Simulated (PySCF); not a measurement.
Compound: C5H9NSi.
SMILES with atom numbers: `[CH:1]#[C:2][C@@H:3]1[CH2:4][C@H:5]1[SiH2:6][NH2:7]` (hydrogens: H8 on C1; H9 on C3; H10, H11 on C4; H12 on C5; H13, H14 on Si6; H15, H16 on N7)

Computed with PySCF at wB97X-D/def2-SVPD, non-relativistic, on one gas-phase PBE0-D3(BJ)/def2-SVP geometry that isn't relaxed in the solvent. The solvent is an IEF-PCM continuum (cavity from Bondi-type radii × 1.2), and excitations are vertical TDDFT with non-equilibrium linear response and a frozen core. Specific hydrogen bonds and non-electrostatic terms are outside this model.

Gas-phase singlets (H = HOMO, L = LUMO):

| state | E (eV) | λ (nm) | f | leading configuration |
| --- | --- | --- | --- | --- |
| S1 | 6.240 | 199 | 0.001 | H→L+4 24% |
| S2 | 6.529 | 190 | 0.028 | H→L 20% |
| S3 | 6.638 | 187 | 0.043 | H-2→L 58% |
| S4 | 6.704 | 185 | 0.003 | H-1→L+2 30% |
| S5 | 7.237 | 171 | 0.026 | H→L 30% |

Problem. Give the list for chloroform (ε = 4.711), n² = 2.09.

Solution. 
```csv
state,E (eV),λ (nm),f,leading configuration,change by rank (eV)
S1,6.282,197,0.001,H→L+2 34%,+0.042
S2,6.561,189,0.054,H→L 26%,+0.032
S3,6.689,185,0.055,H-1→L 60%,+0.051
S4,6.746,184,0.006,H-2→L+1 20%,+0.042
S5,7.241,171,0.036,H→L+1 26%,+0.004
```

Problem. How do the frontier levels move from gas to chloroform?

Solution. 
| orbital | gas (eV) | solvent (eV) | change (eV) | Löwdin shares, gas | Löwdin shares, solvent |
| --- | --- | --- | --- | --- | --- |
| LUMO+2 | 2.70 | 2.68 | -0.02 | C1 19 %, C2 18 %, Si6 9 %, C3 8 % | C1 26 %, C2 22 %, H8 8 %, C3 7 % |
| LUMO+1 | 2.53 | 2.53 | 0.00 | Si6 25 %, C1 14 %, H12 12 %, C5 10 % | C1 23 %, Si6 17 %, C2 14 %, H12 9 % |
| LUMO | 1.84 | 2.01 | +0.17 | Si6 27 %, N7 12 %, H15 12 %, H16 11 % | Si6 27 %, N7 10 %, H15 8 %, H16 8 % |
| HOMO | -8.92 | -9.00 | -0.08 | C1 30 %, C2 24 %, C3 12 %, C5 10 % | C1 25 %, C2 20 %, C3 12 %, C5 11 % |
| HOMO-1 | -9.49 | -9.41 | +0.08 | C1 34 %, C2 32 %, C4 6 %, C3 6 % | N7 51 %, Si6 9 %, H13 6 %, C1 6 % |
| HOMO-2 | -9.53 | -9.61 | -0.08 | N7 49 %, Si6 11 %, H13 9 %, C5 7 % | C1 32 %, C2 29 %, C4 9 %, C5 9 % |
| HOMO-3 | -10.88 | -10.87 | +0.01 | C5 17 %, C4 16 %, Si6 13 %, C2 10 % | C5 15 %, Si6 14 %, C4 14 %, C2 12 % |

The HOMO–LUMO gap goes from 10.76 to 11.01 eV. Rows go by rank; for HOMO-2, HOMO-1, LUMO+1 and LUMO+2 the atom shares or the degeneracy differ between the runs, so the row needn't follow one orbital.

The values belong to the conformer `[CH:1]#[C:2][C@@H:3]1[CH2:4][C@H:5]1[SiH2:6][NH2:7]`: C4–C5–Si6–N7 45°, H–N7–Si6–C5 -136°, H–N7–Si6–C5 83°.
